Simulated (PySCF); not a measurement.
A structure optimised at PBE-D3(BJ)/def2-SVP, used in a PySCF frequency run:

```xyz
8

Ti     0.0000     0.0000     0.7970
Br     0.0000     0.0000    -1.6020
O      1.6548     0.3280     1.3857
H      2.0177     1.1508     1.7594
O     -0.5433    -1.5971     1.3857
H     -0.0123    -2.3228     1.7594
O     -1.1115     1.2691     1.3857
H     -2.0055     1.1720     1.7594
```

### Question
Write its SMILES, formula and point group.

### Answer
[OH][Ti]([OH])([OH])[Br], BrH3O3Ti, C3

### Question
What are its rotational constants (standard atomic weights)?

### Answer
3.3051, 1.2278, 1.2278 GHz
